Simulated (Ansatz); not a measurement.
Reaction (substitution at a C–C bond): `CC(C)BO` + H₂S → `CC(S)BO` + CH₄

Isolated molecules relaxed with PBE0-D4/def2-TZVP in Ansatz; ΔE leaves out vibrations. CBS: MP2 limit from def2 TZ/QZ plus the TZ coupled-cluster correction, frozen cores. This one scheme is used for every species. DFT in def2-TZVPP. B3LYP here is the variant with VWN-RPA as its local correlation; programs differ in this. Each species was taken in one conformer, which may not be the lowest.

```tsv
level	ΔE (kJ/mol)	difference from CCSD(T)/CBS
PBE-D4	-15.8	-7.3
r2SCAN-D4	-14.8	-6.3
PBE0-D4	-11.7	-3.2
B3LYP-D4	-12.3	-3.8
ωB97X-V	-6.9	1.6
ωB97M-V	-8.6	-0.1
B2PLYP	-9.3	-0.8
PBE	-13.6	-5.1
r2SCAN	-14.5	-6.0
PBE0	-9.9	-1.4
B3LYP	-8.4	0.1
HF/def2-TZVPP	0.9	9.4
MP2/def2-TZVPP	-10.6	-2.1
SCS-MP2/def2-TZVPP	-7.8	0.7
CCSD/def2-TZVPP	-3.2	5.3
CCSD(T)/def2-TZVPP	-6.6	1.9
HF/def2-QZVPP	1.6	10.1
MP2/def2-QZVPP	-11.4	-2.9
SCS-MP2/def2-QZVPP	-8.5	0.0
HF/CBS(def2)	1.7	10.2
MP2/CBS(def2)	-12.5	-4.0
CCSD/CBS(def2)	-5.1	3.4
CCSD(T)/CBS	-8.5	0
```

Largest T1 diagnostic among the species: 0.012.

The D4 term adds −3.9 kJ/mol with B3LYP and −1.8 kJ/mol with PBE0; it sums over pairs of atoms, weighted by their polarisabilities, and B3LYP, whose exchange is more repulsive, gets the larger term. In def2-TZVPP, CCSD(T) changes the Hartree–Fock value by −7.6 kJ/mol (the triples alone add −3.4 kJ/mol) and MP2 by −11.5 kJ/mol.
